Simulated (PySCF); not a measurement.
Molfile (atoms numbered from 1):
```
F6S
     RDKit          3D

  7  6  0  0  0  0  0  0  0  0999 V2000
   -0.7146    1.3662    0.3550 F   0  0  0  0  0  0  0  0  0  0  0  0
    0.0046   -0.0041    0.1214 S   0  0  0  0  0  6  0  0  0  0  0  0
    1.2833    0.7525   -0.3716 F   0  0  0  0  0  0  0  0  0  0  0  0
   -0.5402   -0.0395   -1.3457 F   0  0  0  0  0  0  0  0  0  0  0  0
    0.5497    0.0317    1.5885 F   0  0  0  0  0  0  0  0  0  0  0  0
    0.7249   -1.3738   -0.1131 F   0  0  0  0  0  0  0  0  0  0  0  0
   -1.2730   -0.7621    0.6152 F   0  0  0  0  0  0  0  0  0  0  0  0
  1  2  1  0
  2  3  1  0
  2  4  1  0
  2  5  1  0
  2  6  1  0
  2  7  1  0
M  END
```

Theoretical values (PySCF 2.14.0 with density-fitted response routines): PBE0-D3(BJ)/def2-TZVP geometry, NMR shieldings at B97-2/pcSseg-2/GIAO. No solvent, one conformer, non-relativistic Hamiltonian, averaged over atoms made equivalent by symmetry, fast rotation or ring inversion.

Scale: 19F (σref 175.98) vs CFCl3; CS2 for 33S (σref 517.10) (reference shieldings calculated alike).

```json
{"atoms": "F1", "nucleus": "19F", "count": "1", "δ (ppm)": "63.2"}
{"atoms": "S2", "nucleus": "33S", "count": "1", "δ (ppm)": "?"}
{"atoms": "F6", "nucleus": "19F", "count": "1", "δ (ppm)": "63.3"}
{"atoms": "F3", "nucleus": "19F", "count": "1", "δ (ppm)": "63.3"}
{"atoms": "F4/F5", "nucleus": "19F", "count": "2", "δ (ppm)": "?"}
{"atoms": "F7", "nucleus": "19F", "count": "1", "δ (ppm)": "63.3"}
```

**Question.** Complete the table.

**Answer.** 
- F4/F5: 63.3 ppm, fluorine bonded to S
- S2: 213 ppm, sulfur bonded to 6 F

Unscaled 19F shifts against computed CFCl3 carry errors that often reach 10 to 50 ppm.
